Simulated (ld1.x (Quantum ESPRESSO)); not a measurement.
Te (Z = 52): one change to a TM potential, before and after

ld1.x (Quantum ESPRESSO) 7.5 input, shortened:

```
&input
   title='Te', zed=52., rel=1, dft='PW91', iswitch=3,
   config='[Kr] 4d10 5s2 5p3'
 /
 &inputp
   pseudotype=2, tm=.true., lloc=1,
   nlcc=.false.
 /
3
5S  1  0   2.00   0.00  1.70  1.70  0.0
4D  3  2  10.00   0.00  0.85  0.85  0.0
4P  2  1   6.00   0.00  0.90  0.90  0.0
 &test
   configts(1)='4p6 4d10 5s2 5p3'
 /
```

Occupied shells without a wave of their own: 5p. They enter only through the test configuration that unscreens the potential.

All-electron outer shells of the reference configuration (PW91, scalar-relativistic, ld1.x):

| shell | level (eV) | outermost node (bohr) | outermost maximum (bohr) |
| --- | --- | --- | --- |
| 4s | -173.47 | 0.38 | 0.70 |
| 4p | -123.50 | 0.38 | 0.74 |
| 4d | -50.73 | 0.36 | 0.81 |
| 5s | -23.53 | 0.91 | 1.77 |
| 5p | -13.75 | 1.00 | 2.11 |

Change: core correction a·sin(br)/r model core inside 0.62 bohr (5p counted twice).

Cutoffs: the cutoffs (Ry, on a coarse ladder) from which the occupation-weighted sum of valence levels, in a spherical-Bessel basis at the reference potential, stays within 10 and 1 mRy of its value at 400 Ry; they do not see the model core or the augmentation charge, which bear on the density cutoff. Errors are all-electron minus pseudo energies relative to the spin-unpolarised reference configuration.

Question: What does the change do?

Answer: Both files keep a bound ghost (s); of the 7 tests that both files solve, the error grows in 3 and shrinks in 3 by more than 15 % and 0.3 meV (median size 112.0 → 37.5 meV). In the changed file ld1.x takes every shell without a wave as core, so the model core holds the 5p electrons as well and exchange and correlation see them twice. This cancels in the reference configuration, but the file is broken for other ones, and its errors say nothing about a proper core correction. A model core, the more so a compact one, raises the density cutoff, which this test does not measure.

| quantity | base | changed |
| --- | --- | --- |
| cutoff, loose | 230 Ry | 230 Ry |
| cutoff, tight | over 300 Ry | over 300 Ry |
| bound ghosts | s | s |
| largest miss of a reference level, eV | 0.12 | 0.12 |
| error for 4p6 4d10 5s2 5p4, meV [ΔE -9.78 eV] | +93 | +19 |
| error for 4p6 4d10 5s2 5p2, meV [ΔE 18.00 eV] | -147 | -242 |
| error for 4p6 4d10 5s2 5p1, meV [ΔE 44.99 eV] | -358 | -777 |
| error for 4p6 4d10 5s2 5p4.3, meV [ΔE -11.27 eV] | +112 | -8.7 |
| error for 4p6 4d10 5s1 5p4, meV [ΔE 9.87 eV] | +113 | +106 |
| error for 4p5 4d10 5s2 5p4, meV [ΔE 113.16 eV] | +11 | -38 |
| error for 4p6 4d10 5s2 5p3.5, meV [ΔE -5.86 eV] | +53 | +33 |
| s: phases at 1.85 bohr within 0.05 rad from the reference energy up to (Ry; the scan ends near 5) | to the end of the scan | to the end of the scan |
| p: phases at 1.85 bohr within 0.05 rad from the reference energy up to (Ry; the scan ends near 5) | to the end of the scan | to the end of the scan |
| d: phases at 1.85 bohr within 0.05 rad from the reference energy up to (Ry; the scan ends near 5) | to the end of the scan | to the end of the scan |

Base: The 5p level has no wave, so the channel is fitted at the deeper level alone: the likely source of the large errors. A true bound ghost makes a file unfit for plane-wave use even where its test errors are small: the radial tests pick states by their node count and pass the ghost by.
